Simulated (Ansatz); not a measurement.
`BSC(=C)Cl` + H₂ → `C=CCl` + `BS` at 600 K and 1 bar (hydrogenolysis of a C–S bond).

Isolated molecules relaxed with PBE0-D4/def2-TZVP in Ansatz; ΔE leaves out vibrations. CCSD(T)/CBS is the MP2 limit (def2-TZVPP, def2-QZVPP) plus CCSD(T) − MP2 in def2-TZVPP, frozen cores. This one scheme is used for every species. Each species was taken in one conformer, which may not be the lowest.

```csv
species,CCSD(T)/CBS energy (Eh),H − E (kJ/mol),S (J/(mol·K))
`BSC(=C)Cl`,-960.84027,202.4,419.1
H₂,-1.17544,43.9,150.8
`C=CCl`,-537.65823,144.6,309.8
`BS`,-424.38198,108.7,286.1
```

H − E and S are ideal-gas, rigid-rotor, harmonic terms from PBE0-D4/def2-TZVP, for one conformer and one mirror image of each species. The MP2-based limit puts H₂ 0.8 mEh under its directly extrapolated value; such offsets cancel only in part. 1 Eh = 2625.50 kJ/mol, R = 8.31446 J/(mol·K).

Task: By hand: ΔE, ΔH, ΔS and ΔG.

Result: ΔE = (-537.65823) + (-424.38198) − (-960.84027) − (-1.17544) = -0.02450 Eh = -64.3 kJ/mol. Δ(H − E) = 144.6 + 108.7 − 202.4 − 43.9 = 7.0, so ΔH = -57.3 kJ/mol. ΔS = 309.8 + 286.1 − 419.1 − 150.8 = 26.0 J/(mol·K). ΔG = -57.3 − 600 × (26.0)/1000 = -72.9 kJ/mol.

Task: By hand: the equilibrium constant, and the temperature at which ΔG would vanish if ΔH and ΔS stayed fixed.

Result: log₁₀ K = −ΔG/(RT ln 10) = 6.3. ΔH and −TΔS have one sign here, so there is no such temperature.

ΔH outweighs TΔS. A doubt of 5 kJ/mol in ΔE shifts log₁₀ K by 0.4 here. Other conformers and mirror images would add mixing entropy, several J/(mol·K) or more a flexible species. Modes under 60 cm⁻¹, often nearly free rotors, make the harmonic entropy too high. These are equilibria of isolated gas molecules and say nothing of rates. Largest T1 diagnostic: 0.015 (customary marks: 0.02 for closed shells, 0.045 for open ones).
